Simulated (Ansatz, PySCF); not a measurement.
Reaction 2 R1 → P1 + P2, each structure at its B3LYP-D3(BJ)/def2-TZVP stationary point, reached from a drawn start (curvature not checked).
R1: BH3O3 (SMILES OB(O)O), charge 0, multiplicity 1.
P1, B2H4O5 (SMILES OB(O)OB(O)O) (charge 0, multiplicity 1):
```json
[
 {"atom": "O", "x (Å)": "-1.1953", "y (Å)": "0.1389", "z (Å)": "-1.5520"},
 {"atom": "B", "x (Å)": "-0.9432", "y (Å)": "-0.6684", "z (Å)": "-0.4836"},
 {"atom": "O", "x (Å)": "-1.8241", "y (Å)": "-1.6682", "z (Å)": "-0.1639"},
 {"atom": "O", "x (Å)": "0.2185", "y (Å)": "-0.5183", "z (Å)": "0.2331"},
 {"atom": "B", "x (Å)": "0.9759", "y (Å)": "0.5912", "z (Å)": "0.5177"},
 {"atom": "O", "x (Å)": "2.3278", "y (Å)": "0.4709", "z (Å)": "0.7066"},
 {"atom": "O", "x (Å)": "0.3769", "y (Å)": "1.8054", "z (Å)": "0.6715"},
 {"atom": "H", "x (Å)": "-2.0327", "y (Å)": "-0.0643", "z (Å)": "-1.9800"},
 {"atom": "H", "x (Å)": "-1.5558", "y (Å)": "-2.1674", "z (Å)": "0.6132"},
 {"atom": "H", "x (Å)": "2.6468", "y (Å)": "-0.4246", "z (Å)": "0.5606"},
 {"atom": "H", "x (Å)": "1.0051", "y (Å)": "2.5047", "z (Å)": "0.8768"}
]
```
P2: H2O (SMILES O), charge 0, multiplicity 1.

P less R. No zero-point or thermal terms. One arrangement of each flexible species, with no search for the lowest.

Cores are frozen in the correlated methods.

Codes used: Ansatz (an electronic-structure program); PySCF for the D3/D4 terms. No computed number here is a measurement.

Problem. What is the computed reaction energy (CCSD/cc-pVDZ)?

Solution. 7.0 kcal/mol

Problem. What reaction energy does BLYP-D3(BJ)/def2-TZVPP give?

Solution. 5.0 kcal/mol

Problem. Give the reaction energy at the level CCSD/cc-pVTZ.

Solution. 5.3 kcal/mol
